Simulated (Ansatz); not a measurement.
The first iterations of a band of a periodic cell of 14 atoms, Cu₁₂HF (surface Cu(111), adsorbate HF).

Level of theory: Ansatz, DFT PBE-D3(BJ), scalar-relativistic, plane waves, PAW. Settings: cutoff 420 eV, k mesh 4x4x1, fermi-dirac smearing 0.15 eV, no spin polarisation.

- movable images: 7
- climbing image: yes
- spring: 5.0 eV/Å²
- optimiser: quadratic models (default)
- start path: IDPP
- force threshold: 0.05 eV/Å
- iteration limit: 40
- end points: relaxed
- atoms held: 1 to 4

Image 0:

```xyz
14
Lattice="5.1053 0.0000 0.0000 2.5527 4.4213 0.0000 0.0000 0.0000 17.1685" Properties=species:S:1:pos:R:3
Cu 1.276 0.737 1.000
Cu 3.829 0.737 1.000
Cu 2.553 2.948 1.000
Cu 5.105 2.948 1.000
Cu -0.001 1.473 3.045
Cu 2.553 1.476 3.042
Cu 1.279 3.687 3.040
Cu 3.826 3.685 3.044
Cu 0.002 0.003 5.095
Cu 2.551 0.000 5.074
Cu 1.275 2.214 5.079
Cu 3.829 2.213 5.090
F 4.620 -0.236 7.853
H 3.908 -0.586 7.338
```

Image 8:

Only the atoms that move by more than 0.05 Å are listed.
```
F13 5.896 1.975 7.853
H14 5.184 1.624 7.338
```

| iteration | highest image above the first end (eV) | largest band force component (eV/Å) |
| --- | --- | --- |
| 1 | 0.045 | 0.410 |
| 2 | 0.030 | 0.270 |

Question: Does the band converge within its limit, and where does its top end?

Answer: The forces met the threshold. It ended after 6 iterations with the highest image 0.010 eV above the first end. By the program's own check the climbing image is of a kind that is not told: the force calls were inconclusive, a negative curvature could not be distinguished from the path's own, the only one lies far off the path, or fixed occupations may fill a level only in part (lowest curvatures found: -0.06 and 0.02 eV/Å²). Limits of this set-up: coarse k mesh, thin slab, slab without dipole correction, a typed lattice constant that wasn't relaxed here.

The run took 11 min on 4 threads of Intel(R) Xeon(R) 6975P-C (Granite Rapids), on a shared host, peak memory 4.6 GiB.
